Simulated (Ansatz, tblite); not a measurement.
Cost and result up the ladder for CdMeF (CH₃CdF) (6 atoms). Charge 0, multiplicity 1. Geometry: PBE0-D4/def2-TZVP.

```xyz
6

Cd    0.035   -0.093    1.241
C    -0.023    0.062   -0.832
H     0.255   -0.892   -1.280
H     0.674    0.832   -1.161
H    -1.031    0.330   -1.150
F     0.090   -0.238    3.182
```

Ansatz on 4 threads of Arm Neoverse V1 on a shared host; xTB runs through tblite on one thread. Times are rough, summed over both states, and most runs start from the orbitals of an earlier one. PBE0-D4/def2-TZVP serves as the yardstick here, not as an exact answer. The other state is a triplet.

In the def2 sets Cd takes a core potential; there is no spin–orbit coupling. The xTB rows come from tblite.

xTB has no spin-polarisation term.

| level | functions | vertical triplet (eV) | difference from PBE0-D4/def2-TZVP (eV) |
| --- | --- | --- | --- |
| PBE0-D4/def2-TZVP | 120 | 5.46 | 0.00 |
| r2SCAN-D4/def2-TZVP (with forces) | 120 | 5.33 | -0.13 |
| GFN2-xTB | 15 | 5.11 | -0.35 |
| GFN1-xTB | 18 | 4.66 | -0.80 |

(1) Estimate how long each takes.

Answers

(1) GFN2-xTB 0.004 s; GFN1-xTB 0.008 s; PBE0-D4/def2-TZVP 3.1 s; r2SCAN-D4/def2-TZVP (with forces) 5.9 s. On shared hardware such times vary by a factor of up to 3.
